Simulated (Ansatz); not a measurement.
GeH2Cl2O, singlet: a nudged elastic band.

The input file, in.yaml:

```yaml
crystal:
  periodic: [false, false, false]
  atoms:
    - {symbol: Ge, position_ang: [1.386915, -0.190944, 0.951979]}
    - {symbol: O, position_ang: [-0.133791, -0.155727, 0.005174]}
    - {symbol: H, position_ang: [-0.656116, 1.183837, -1.132873]}
    - {symbol: Cl, position_ang: [-0.924658, 2.190326, -1.910781]}
    - {symbol: Cl, position_ang: [1.046902, -2.115457, 1.959501]}
    - {symbol: H, position_ang: [-0.719254, -0.912036, 0.126999]}
basis:
  gaussian: {orbitals: def2-SVP}
hamiltonian: {xc: pbe0, dispersion: d4}
neb:
  images: 5
  climbing: true
  max_iterations: 30
  initial_path: idpp
  final_atoms:
    - {symbol: Ge, position_ang: [1.313008, 0.401683, 0.286262]}
    - {symbol: O, position_ang: [-0.169800, -0.730356, -0.923007]}
    - {symbol: H, position_ang: [-0.790593, -0.030395, -1.174888]}
    - {symbol: Cl, position_ang: [-0.053636, 2.154616, -0.007039]}
    - {symbol: Cl, position_ang: [0.320615, -0.542688, 2.060956]}
```

Launched with

```bash
ansatz run in.yaml --threads 4 --pin off --events-out ev --progress --plain --max-ram 9574MiB
```

What Ansatz 0.2.0 printed:

```
Error: invalid value for `neb.final_atoms`: lists 5 atoms but crystal.atoms has 6 — the final endpoint must contain the same atoms in the same order
```

Hardware: 4 CPU threads of an Intel Xeon Platinum 8259CL, shared host. Wall time about 0.05 s.


The program refused the input. The final structure lists one atom fewer than the first.